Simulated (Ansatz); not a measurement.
Ansatz (an electronic-structure program) input (CCSD(T)/aug-cc-pVTZ):

Ansatz 0.2 input:
```yaml
crystal:
  periodic: [false, false, false]
  atoms:
    - {symbol: Ge, position_ang: [0.00474138, -0.00523011, 0.31730898]}
    - {symbol: F, position_ang: [0.69536119, 1.27057939, -0.55383190]}
    - {symbol: F, position_ang: [-0.71221944, -1.25198345, -0.57437779]}
basis:
  gaussian:
    orbitals: aug-cc-pVTZ
total_charge: 1
magnetization: {spin_polarized: true, initial_magnetization: 1}
correlation: {method: ccsd_t, electrons: outside_noble_gas}
```

Output:

```
Functional definition: HF
integrals: 0.59 GiB planned
959 factors; integrals over basis functions are off by at most 6.3e-4 eV
mean field: 0.60 GiB planned
mean field evaluation 1: about -61871.0938 eV, gradient 5.4e1 eV
mean field evaluation 2: about -61871.0970 eV, gradient 5.4e1 eV
mean field evaluation 4: about -61880.2616 eV, gradient 2.9e0 eV
mean field evaluation 8: about -61880.3889 eV, gradient 1.5e-1 eV
mean field evaluation 16: about -61880.3626 eV, gradient 1.2e0 eV
mean field evaluation 32: about -61875.6929 eV, gradient 2.3e-1 eV
mean field evaluation 64: about -61874.3413 eV, gradient 2.4e-1 eV
mean field evaluation 96: about -61873.4963 eV, gradient 2.6e0 eV
mean field evaluation 128: about -61870.4919 eV, gradient 8.9e-2 eV
mean field -61880.38920581 eV, -2274.0623592794 hartree, gradient 2.2e-6 eV, S^2 0.763584; 0 other end points of the search recorded, 0 dependent functions left out
16 core orbitals not correlated
reference -61880.38920581 eV, -2274.0623592794 hartree; 9, 8 occupied and 126, 127 virtual orbitals, 959 factors
second order -16.17042548 eV of doubles, -0.00000000 eV of singles
coupled cluster: 1.32 GiB planned
cycle   1  -15.55976646 eV  change    6.1e-1 eV  update   1.1e-1
cycle   2  -15.96864046 eV  change   -4.1e-1 eV  update   4.2e-2
cycle   3  -16.08718290 eV  change   -1.2e-1 eV  update   2.2e-2
cycle   4  -16.07533460 eV  change    1.2e-2 eV  update   6.8e-3
cycle   5  -16.06887037 eV  change    6.5e-3 eV  update   3.1e-3
cycle   6  -16.07129131 eV  change   -2.4e-3 eV  update   1.3e-3
cycle   7  -16.07172971 eV  change   -4.4e-4 eV  update   7.2e-4
cycle   8  -16.07158586 eV  change    1.4e-4 eV  update   3.0e-4
cycle   9  -16.07168987 eV  change   -1.0e-4 eV  update   1.5e-4
cycle  10  -16.07164318 eV  change    4.7e-5 eV  update   4.5e-5
cycle  11  -16.07163183 eV  change    1.1e-5 eV  update   2.3e-5
cycle  12  -16.07166578 eV  change   -3.4e-5 eV  update   8.2e-6
cycle  13  -16.07165744 eV  change    8.3e-6 eV  update   3.5e-6
perturbative correction -0.60309356 eV, -0.0221632797 hartree
Total energy: -61897.06395682 eV, -2274.6751450764 hartree
```
